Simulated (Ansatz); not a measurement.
CH5FSeSi can be A, `FC[SiH2][SeH]`, or B, `C[SiH](F)[SeH]`.

Computed with Ansatz on PBE0-D4/def2-TZVP structures; ΔE is electronic, products minus reactants. CCSD(T)/CBS adds triple-zeta CCSD(T) − MP2 to the extrapolated MP2 energy (def2 sets, frozen cores). Functionals use def2-TZVPP. B3LYP here is the variant with VWN-RPA as its local correlation; programs differ in this. For Se outer-core shells are correlated without core-valence functions, which leaves a few kJ/mol of doubt a bond. Scalar relativity is left out up to krypton. Each species was taken in one conformer, which may not be the lowest.

A:

```xyz
9

F    -0.361   -1.732    1.146
C    -0.813   -0.473    0.783
Si    0.584    0.567    0.042
Se    1.450   -0.324   -1.863
H    -1.213    0.021    1.677
H    -1.638   -0.593    0.072
H     1.722    0.633    0.990
H     0.028    1.924   -0.207
H     0.241   -0.024   -2.641
```

B:

```xyz
9

C    -0.554   -0.244   -1.004
Si    0.756   -0.162    0.302
F     1.820    0.948   -0.146
Se   -0.086    0.309    2.354
H    -1.275   -1.030   -0.770
H    -1.090    0.705   -1.076
H    -0.104   -0.458   -1.977
H     1.496   -1.433    0.483
H    -0.963    1.367    1.833
```

Q: Which is lower in electronic energy at CCSD(T)/CBS, and by how much? (Best estimate.)

A: Ansatz gave: B, by 63.4 kcal/mol.

Q: Give E(B) − E(A) in kcal/mol with MP2/def2-TZVPP, HF/def2-TZVPP, B2PLYP, r2SCAN-D4, B3LYP-D4, CCSD(T)/def2-TZVPP, PBE0-D4. (Best estimate.)

A: Ansatz gave: MP2/def2-TZVPP -65.4, HF/def2-TZVPP -62.0, B2PLYP -62.4, r2SCAN-D4 -62.5, B3LYP-D4 -60.8, CCSD(T)/def2-TZVPP -62.4, PBE0-D4 -60.5. None reverses the order clearly.

Q: Does the order hold for the free energy at 298.15 K (harmonic terms from PBE0-D4)? (Estimate.)

A: The calculation gave: Yes: G(B) − G(A) = -61.9 kcal/mol, for one conformer each.

Largest T1 diagnostic: 0.010.

From PBE to PBE0 (25 % exact exchange), in def2-TZVPP and without D4, E(B) − E(A) moves by −1.7 kcal/mol. At CCSD(T), def2-SVP lies +6.3 kcal/mol from the extrapolated value and def2-TZVPP +1.0 kcal/mol.
